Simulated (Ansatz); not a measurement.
Calculated with Ansatz (gas phase, PBE0-D4/def2-TZVP geometries, no zero-point term in ΔE). CBS: MP2 limit from def2 TZ/QZ plus the TZ coupled-cluster correction, frozen cores. Functionals use def2-TZVPP. HSE06 is defined as in plane-wave codes. Each species was taken in one conformer, which may not be the lowest.

Reaction (formal exchange of groups at a B–Si bond): `B[SiH2]C(O)F` + `FC1C=C1` → `BC1=CC1F` + `OC(F)[SiH3]`

```csv
level,ΔE (eV)
r2SCAN-D4,-0.74
ωB97M-V,-0.66
PBE-QIDH,-0.65
HSE06,-0.66
CCSD(T)/def2-SVP,-0.64
HF/def2-QZVPP,-0.62
MP2/def2-QZVPP,-0.70
HF/CBS(def2),-0.62
```

(1) What does CCSD(T)/CBS give? (Best estimate.)

(2) What do rigid-rotor, harmonic-oscillator terms from PBE0-D4/def2-TZVP frequencies (298.15 K, 1 bar) make of the CCSD(T)/CBS value? (Best estimate.)

Largest T1 diagnostic among the species: 0.013.

Answers

(1) Computed: -0.62 eV. The listed levels differ from it by -0.12, -0.04, -0.03, -0.04, -0.02, 0.00, -0.08, 0.00 eV.

(2) Ansatz gave: ΔZPE = -0.03 eV, ΔH = -0.66 eV, ΔS = -6 J/(mol·K), ΔG = -0.64 eV.

From PBE to PBE0 (25 % exact exchange), in def2-TZVPP and without D4, ΔE moves by +0.05 eV. Leaving LDA and LC-ωPBE aside and taking each functional with its dispersion term where it has one, the values, not all of them listed here, spread over 0.15 eV, from BLYP-D4 to ωB97X-V. LDA lies −0.05 eV from PBE without D4.
